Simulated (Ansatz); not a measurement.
Gas-phase reaction R1 + R2 → P1 + P2, each structure at its B3LYP-D3(BJ)/def2-SVP stationary point, reached from a drawn start (curvature not checked).
R1: C8H20O4Si (SMILES CCO[Si](OCC)(OCC)OCC), charge 0, multiplicity 1.
R2: O atom, charge 0, multiplicity 3.
P1: C8H19O4Si (SMILES C[CH]O[Si](OCC)(OCC)OCC), charge 0, multiplicity 2.
P2: OH (SMILES [OH]), charge 0, multiplicity 2.

P less R. No zero-point or thermal terms; singlets are restricted closed shells; open shells are unrestricted; no spin–orbit coupling. One arrangement of each flexible species, with no search for the lowest.

The values were computed with Ansatz (an electronic-structure program) with Gaussian orbitals. No computed number here is a measurement.

Total energies in hartree:

```
structure  PBE/def2-TZVPP  PBE0/def2-TZVPP  wB97M-V/def2-TZVPP
---------  --------------  ---------------  ------------------
R1            -906.805920      -906.893386         -907.451275
R2             -75.009672       -75.018600          -75.077171
P1            -906.152115      -906.237049         -906.793575
P2             -75.683390       -75.687070          -75.741768
```

Question: Work out the reaction energy at each level in meV (1 hartree = 27211.38625 meV), and say how far PBE/def2-TZVPP lies from wB97M-V/def2-TZVPP.

Answer: 
- PBE/def2-TZVPP: (-906.152115) + (-75.683390) − (-906.805920) − (-75.009672) = -0.019913 hartree = -541.9 meV
- PBE0/def2-TZVPP: (-906.237049) + (-75.687070) − (-906.893386) − (-75.018600) = -0.012133 hartree = -330.2 meV
- wB97M-V/def2-TZVPP: (-906.793575) + (-75.741768) − (-907.451275) − (-75.077171) = -0.006897 hartree = -187.7 meV
PBE/def2-TZVPP less wB97M-V/def2-TZVPP: -354.2 meV. wB97M-V/def2-TZVPP is the level counted from, a functional with errors of its own; no coupled-cluster or measured value stands here.
